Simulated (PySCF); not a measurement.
PySCF input (TPSSh/def2-TZVPD):

```python
from pyscf import gto, scf, dft

mol = gto.M(
    atom='''
    C    -1.27181763    0.04497988    0.05803607
    C    -0.79276306   -1.25623525   -0.06932325
    C     0.57274402   -1.36504895   -0.13660615
    C     1.30015021   -0.05938108   -0.06042966
    S    -0.00424744    1.23162066    0.10135521
    H    -2.30176463    0.35411401    0.12743714
    H    -1.45871037   -2.10793787   -0.11083390
    H     1.11161647   -2.29592116   -0.23609882
    H     1.97096976    0.00686322    0.80157416
    H     1.89596663    0.15106361   -0.95382408
    ''',
    basis='def2-tzvpd',
    charge=0,
    spin=1,
    verbose=4,
)

mf = dft.UKS(mol, xc='tpssh').density_fit(auxbasis='def2-universal-jkfit')
mf.grids.level = 3
mf.conv_tol = 1e-9
mf.max_cycle = 100
mf.max_memory = 1500
mf.kernel()
if not mf.converged:
    mf = mf.newton()
    mf.kernel(mf.make_rdm1())
for _ in range(2):
    mo, _, stable, _ = mf.stability(return_status=True)
    if stable:
        break
    mf.kernel(mf.make_rdm1(mo, mf.mo_occ))
mf.analyze()
```

Output:

```
PySCF version 2.14.0

[INPUT] verbose = 4
[INPUT] num. atoms = 10
[INPUT] num. electrons = 45
[INPUT] charge = 0
[INPUT] spin (= nelec alpha-beta = 2S) = 1
[INPUT] symmetry False subgroup None
[INPUT] Mole.unit = angstrom
[INPUT] Symbol           X                Y                Z      unit          X                Y                Z       unit  Magmom
[INPUT]  1 C     -1.271817630000   0.044979880000   0.058036070000 AA   -2.403387001093   0.084999654316   0.109672277646 Bohr   0.0
[INPUT]  2 C     -0.792763060000  -1.256235250000  -0.069323250000 AA   -1.498105065072  -2.373940570525  -0.131001956565 Bohr   0.0
[INPUT]  3 C      0.572744020000  -1.365048950000  -0.136606150000 AA    1.082329337282  -2.579568662125  -0.258148210431 Bohr   0.0
[INPUT]  4 C      1.300150210000  -0.059381080000  -0.060429660000 AA    2.456927817696  -0.112213978181  -0.114195507201 Bohr   0.0
[INPUT]  5 S     -0.004247440000   1.231620660000   0.101355210000 AA   -0.008026498331   2.327425736756   0.191533588198 Bohr   0.0
[INPUT]  6 H     -2.301764630000   0.354114010000   0.127437140000 AA   -4.349704753911   0.669178495771   0.240821292698 Bohr   0.0
[INPUT]  7 H     -1.458710370000  -2.107937870000  -0.110833900000 AA   -2.756563094363  -3.983425261899  -0.209445716317 Bohr   0.0
[INPUT]  8 H      1.111616470000  -2.295921160000  -0.236098820000 AA    2.100650683856  -4.338662195994  -0.446162108133 Bohr   0.0
[INPUT]  9 H      1.970969760000   0.006863220000   0.801574160000 AA    3.724593046200   0.012969606133   1.514755630928 Bohr   0.0
[INPUT] 10 H      1.895966630000   0.151063610000  -0.953824080000 AA    3.582857672015   0.285468850288  -1.802466282215 Bohr   0.0

nuclear repulsion = 208.174962063219
number of shells = 93
number of NR pGTOs = 335
number of NR cGTOs = 239
basis = def2-tzvpd
ecp = {}

******** <class 'pyscf.df.df_jk.DFUKS'> ********
method = DFUKS
initial guess = minao
damping factor = 0
level_shift factor = 0
DIIS = <class 'pyscf.scf.diis.CDIIS'>
diis_start_cycle = 1
diis_space = 8
diis_damp = 0
SCF conv_tol = 1e-09
SCF conv_tol_grad = None
SCF max_cycles = 100
direct_scf = False
number electrons alpha = 23  beta = 22
XC library pyscf.dft.libxc version 7.1.2
    S. Lehtola, C. Steigemann, M. J. T. Oliveira, and M. A. L. Marques,  SoftwareX 7, 1–5 (2018)
XC functionals = tpssh
    V. N. Staroverov, G. E. Scuseria, J. Tao, and J. P. Perdew,  J. Chem. Phys. 119, 12129 (2003)
radial grids:
    Treutler-Ahlrichs [JCP 102, 346 (1995); DOI:10.1063/1.469408] (M4) radial grids

becke partition: Becke, JCP 88, 2547 (1988); DOI:10.1063/1.454033
pruning grids: <function nwchem_prune>
grids dens level: 3
symmetrized grids: False
atomic radii adjust function: <function treutler_atomic_radii_adjust>
small_rho_cutoff = 0
Set gradient conv threshold to 3.16228e-05
tot grids = 124392
******** <class 'pyscf.df.df.DF'> ********
auxbasis = def2-universal-jkfit
init E= -554.23219957237
[...]
  beta  nocc = 22  HOMO = -0.23304863296536  LUMO = -0.0748093284497244
  HOMO = -0.151587303699  LUMO = -0.0748093284497  gap/eV = 2.08924
Extra cycle  E= -553.677118923727  delta_E= -7.5e-12  |g|= 3.28e-06  |ddm|= 1.02e-05
converged SCF energy = -553.677118923727  <S^2> = 0.77383347  2S+1 = 2.0236931
uhf_internal: lowest eigs of H = [0.21077858 0.23283558 0.27497156]
<class 'pyscf.df.df_jk.DFUKS'> wavefunction is stable in the internal stability analysis
**** SCF Summaries ****
Total Energy =                        -553.677118923727448
Nuclear Repulsion Energy =             208.174962063218800
One-electron Energy =                -1171.438705016706308
Two-electron Energy =                  409.586624029760117
Two-electron Coulomb Energy =          458.920734676001757
DFT Exchange-Correlation Energy =      -49.334110646241648
HOMO-LUMO gap [eV] =                     2.089235122347151
**** MO energy ****
                             alpha | beta                alpha | beta
MO #1   energy= -88.7242082255944  | -88.7233061883124  occ= 1 | 1
MO #2   energy= -10.1525663569909  | -10.1532702391944  occ= 1 | 1
MO #3   energy= -10.1399152951994  | -10.1309354407343  occ= 1 | 1
MO #4   energy= -10.1209817839717  | -10.1210214083348  occ= 1 | 1
MO #5   energy= -10.117895055163   | -10.1127205543624  occ= 1 | 1
MO #6   energy= -7.86974074270533  | -7.86897127248525  occ= 1 | 1
MO #7   energy= -5.81999186289603  | -5.81960829445028  occ= 1 | 1
MO #8   energy= -5.81601858157283  | -5.81573835875737  occ= 1 | 1
MO #9   energy= -5.81258640331765  | -5.80968216469982  occ= 1 | 1
MO #10  energy= -0.842530742871627 | -0.835223032010351 occ= 1 | 1
MO #11  energy= -0.713098613795166 | -0.710046672960829 occ= 1 | 1
MO #12  energy= -0.710699937970908 | -0.698240962827131 occ= 1 | 1
MO #13  energy= -0.5706836780329   | -0.560272342050922 occ= 1 | 1
MO #14  energy= -0.530972623604253 | -0.524179193132269 occ= 1 | 1
MO #15  energy= -0.490075230040677 | -0.487475388683794 occ= 1 | 1
MO #16  energy= -0.439279291542494 | -0.429063969129004 occ= 1 | 1
MO #17  energy= -0.386089111349984 | -0.382858719967894 occ= 1 | 1
MO #18  energy= -0.37436629490022  | -0.370260104493255 occ= 1 | 1
MO #19  energy= -0.361390838219085 | -0.359369446731098 occ= 1 | 1
MO #20  energy= -0.324275582433931 | -0.315662175665169 occ= 1 | 1
MO #21  energy= -0.319038605377106 | -0.299716263552874 occ= 1 | 1
MO #22  energy= -0.254581928728602 | -0.23304863296536  occ= 1 | 1
MO #23  energy= -0.151587303699188 | -0.0748093284497244 occ= 1 | 0
MO #24  energy= -0.00476189693534802 | -0.00233549930310563 occ= 0 | 0
MO #25  energy= 0.00675534627528873 | 0.00904979675219513 occ= 0 | 0
MO #26  energy= 0.0132789830121177 | 0.0272301606456306 occ= 0 | 0
MO #27  energy= 0.0251671671683194 | 0.0307451117372606 occ= 0 | 0
MO #28  energy= 0.0341056674314063 | 0.0360226470583612 occ= 0 | 0
MO #29  energy= 0.0357248815859054 | 0.0394270150075749 occ= 0 | 0
MO #30  energy= 0.0393885484534332 | 0.041973375044936  occ= 0 | 0
MO #31  energy= 0.0557739968079852 | 0.0580043404530339 occ= 0 | 0
MO #32  energy= 0.0670408725002667 | 0.0700526518974159 occ= 0 | 0
MO #33  energy= 0.0924311819771209 | 0.0962823797125936 occ= 0 | 0
MO #34  energy= 0.0962346795007592 | 0.0999127899180653 occ= 0 | 0
MO #35  energy= 0.102855802839494  | 0.104595205259734  occ= 0 | 0
MO #36  energy= 0.127285175079122  | 0.130055724324312  occ= 0 | 0
MO #37  energy= 0.13306984098605   | 0.136535447805618  occ= 0 | 0
MO #38  energy= 0.144025381885015  | 0.147380101835314  occ= 0 | 0
MO #39  energy= 0.147793613088778  | 0.149776995007671  occ= 0 | 0
MO #40  energy= 0.150990747200268  | 0.155712523089531  occ= 0 | 0
MO #41  energy= 0.165914180255938  | 0.167518907697519  occ= 0 | 0
MO #42  energy= 0.168041137507966  | 0.171318808940663  occ= 0 | 0
MO #43  energy= 0.183108507593608  | 0.19070462605644   occ= 0 | 0
MO #44  energy= 0.18988535801517   | 0.194991444737865  occ= 0 | 0
MO #45  energy= 0.190470361361851  | 0.198940440726739  occ= 0 | 0
MO #46  energy= 0.205166978062537  | 0.20882416584634   occ= 0 | 0
MO #47  energy= 0.210918796251879  | 0.213012162264785  occ= 0 | 0
MO #48  energy= 0.234052563825305  | 0.236545494410611  occ= 0 | 0
MO #49  energy= 0.235017536356673  | 0.237707417339662  occ= 0 | 0
MO #50  energy= 0.243997351630079  | 0.247144010847393  occ= 0 | 0
MO #51  energy= 0.249686950671836  | 0.25270910317018   occ= 0 | 0
MO #52  energy= 0.256717756928989  | 0.259734071492176  occ= 0 | 0
MO #53  energy= 0.256862855453936  | 0.261662345817202  occ= 0 | 0
MO #54  energy= 0.264950849714032  | 0.268912075417628  occ= 0 | 0
MO #55  energy= 0.273424065265107  | 0.276242220385159  occ= 0 | 0
MO #56  energy= 0.289900003179164  | 0.292356399780541  occ= 0 | 0
MO #57  energy= 0.290766487720723  | 0.295280619168014  occ= 0 | 0
MO #58  energy= 0.294291098855786  | 0.297020482251322  occ= 0 | 0
MO #59  energy= 0.302048158757274  | 0.304429154215295  occ= 0 | 0
MO #60  energy= 0.309403562140191  | 0.312505506556395  occ= 0 | 0
MO #61  energy= 0.321835528436579  | 0.328559882948693  occ= 0 | 0
MO #62  energy= 0.339818151795636  | 0.344629905497377  occ= 0 | 0
MO #63  energy= 0.339957291209482  | 0.345028945605664  occ= 0 | 0
MO #64  energy= 0.34626240255859   | 0.348882027555962  occ= 0 | 0
MO #65  energy= 0.352729149256198  | 0.357490496238286  occ= 0 | 0
MO #66  energy= 0.354988746416809  | 0.358086752110483  occ= 0 | 0
MO #67  energy= 0.370468591710472  | 0.373034658554275  occ= 0 | 0
MO #68  energy= 0.391206844425089  | 0.393791345915164  occ= 0 | 0
MO #69  energy= 0.391413150967869  | 0.399985274880925  occ= 0 | 0
MO #70  energy= 0.39603424798755   | 0.402089424128571  occ= 0 | 0
MO #71  energy= 0.404437705438369  | 0.410828172772332  occ= 0 | 0
MO #72  energy= 0.410686073148191  | 0.413329005611918  occ= 0 | 0
MO #73  energy= 0.422232142217932  | 0.42565923976242   occ= 0 | 0
MO #74  energy= 0.423384423421454  | 0.428768691863325  occ= 0 | 0
MO #75  energy= 0.436330574460893  | 0.438354510760826  occ= 0 | 0
MO #76  energy= 0.441987334333675  | 0.44376397588952   occ= 0 | 0
MO #77  energy= 0.446392908930275  | 0.448747451990601  occ= 0 | 0
MO #78  energy= 0.459106580395672  | 0.461956102127748  occ= 0 | 0
MO #79  energy= 0.467949063089848  | 0.472841319246809  occ= 0 | 0
MO #80  energy= 0.490067459764927  | 0.493676041464357  occ= 0 | 0
MO #81  energy= 0.4983222501546    | 0.500837644250756  occ= 0 | 0
MO #82  energy= 0.51352557990236   | 0.515809119592782  occ= 0 | 0
MO #83  energy= 0.516392571815052  | 0.524198230166121  occ= 0 | 0
MO #84  energy= 0.532335366910753  | 0.536611903748128  occ= 0 | 0
MO #85  energy= 0.536682053884636  | 0.53934724022377   occ= 0 | 0
MO #86  energy= 0.538833716856066  | 0.542899825055329  occ= 0 | 0
MO #87  energy= 0.556181521828187  | 0.566976921751554  occ= 0 | 0
MO #88  energy= 0.566390928452111  | 0.569947903925396  occ= 0 | 0
MO #89  energy= 0.59670499109693   | 0.601751923907605  occ= 0 | 0
MO #90  energy= 0.600115198628193  | 0.607510657922234  occ= 0 | 0
MO #91  energy= 0.616878256009504  | 0.619937896730331  occ= 0 | 0
MO #92  energy= 0.633249688042469  | 0.64024934040625   occ= 0 | 0
MO #93  energy= 0.636507756466169  | 0.643036432995108  occ= 0 | 0
MO #94  energy= 0.655730633970327  | 0.659780957697501  occ= 0 | 0
MO #95  energy= 0.660392430623262  | 0.665497449929414  occ= 0 | 0
MO #96  energy= 0.669047033981569  | 0.674555180760584  occ= 0 | 0
MO #97  energy= 0.678663415867043  | 0.682286994472278  occ= 0 | 0
MO #98  energy= 0.686201682922737  | 0.689455588073555  occ= 0 | 0
MO #99  energy= 0.709881357747615  | 0.715770864443317  occ= 0 | 0
MO #100 energy= 0.713485081596171  | 0.720951599105595  occ= 0 | 0
MO #101 energy= 0.713864284086246  | 0.721273217328262  occ= 0 | 0
MO #102 energy= 0.723877983066681  | 0.725722767165091  occ= 0 | 0
MO #103 energy= 0.731564116866506  | 0.738453028188791  occ= 0 | 0
MO #104 energy= 0.736063146408902  | 0.738772597958261  occ= 0 | 0
[...]
```

It need not be the lowest isomer of its formula.
